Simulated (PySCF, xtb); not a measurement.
CH3Br3Sn, SMILES [CH3][Sn]([Br])([Br])[Br].

xtb with GFN2-xTB at its own geometry gives an orbital gap of 1.89 eV and a dipole moment of 5.67 D.

Geometry: B3LYP-D3(BJ)/def2-SVP. The def2 effective core potentials stand for the cores of Sn; spin–orbit coupling is left out.

Problem. What does PySCF with PBE0/def2-TZVP give? (The exact figures need the calculation; the answer reports its results.)

Solution. gap 5.75 eV (levels -8.49 and -2.73 eV), dipole 3.06 D.
